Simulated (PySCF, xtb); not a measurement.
B(H)(F)(NH2) (BFH3N), SMILES NBF.

GFN2-xTB in xtb 6.7.1 at its own geometry gives an orbital gap of 6.79 eV and a dipole moment of 2.87 D.

Coordinates come from a B3LYP-D3(BJ)/def2-TZVP optimisation. Other conformers were not sampled.

Question: What does PySCF with PBE0/def2-TZVPD give? (An estimate is asked for; the answer gives what the named calculation found.)

Answer: gap 8.77 eV (levels -8.62 and 0.15 eV), dipole 2.41 D.
